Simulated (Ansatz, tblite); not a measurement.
Forces on AlCl₃ at its PBE-D4/def2-TZVP geometry. Charge 0, multiplicity 1.

The xTB rows come from tblite.

GFN1-xTB (tblite), largest force 0.44 eV/Å:

```xyz
4
positions Å, forces eV/Å
Al    0.000    0.000    0.000    0.000    0.000    0.000
Cl    0.374    2.015   -0.378   -0.079   -0.427    0.080
Cl    0.649   -0.864    1.783   -0.137    0.183   -0.378
Cl   -1.022   -1.152   -1.405    0.216    0.244    0.297
```

GFN2-xTB (tblite), largest force 0.90 eV/Å:

```
Al 0.000 0.000 0.000
Cl -0.161 -0.869 0.163
Cl -0.280 0.372 -0.769
Cl 0.441 0.497 0.606
```

ωB97M-V/def2-TZVP (Ansatz), largest force 0.26 eV/Å:

```
Al 0.000 0.000 0.000
Cl -0.046 -0.249 0.047
Cl -0.080 0.107 -0.220
Cl 0.126 0.142 0.173
```
